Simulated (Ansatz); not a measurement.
Basis-set extrapolation for C2H3AlCl3N (`CC#[N+][Al-]([Cl])([Cl])[Cl]`) (PBE0-D4/def2-TZVP geometry, frozen core, the Gaussian-basis code of Ansatz). Multiplicity 1, RHF reference.

```json
{"": "HF", "def2-TZVPP": "-1752.714165", "def2-QZVPP": "-1752.765170"}
{"": "MP2 correlation", "def2-TZVPP": "-1.145073", "def2-QZVPP": "-1.245255"}
{"": "CCSD(T) correlation", "def2-TZVPP": "-1.259321", "def2-QZVPP": "not run"}
```

Energies in hartree. Use E(X) = E(∞) + A·exp(−7.88·√X) for Hartree–Fock and E(X) = E(∞) + B·X^(−2.97) for correlation, with X = 3 and 4, and add CCSD(T) minus MP2 of the smaller set to the MP2 limit.

What is the CCSD(T) energy at the basis-set limit?

HF limit: -1752.765170 + (-0.051005) × 0.13774 = -1752.77220. MP2 limit: -1.245255 + (-0.100182) × 0.74074 = -1.31946. Higher-order term: -1.259321 − (-1.145073) = -0.11425. Total: -1754.20591 hartree, 6.32 eV below CCSD(T)/def2-TZVPP.
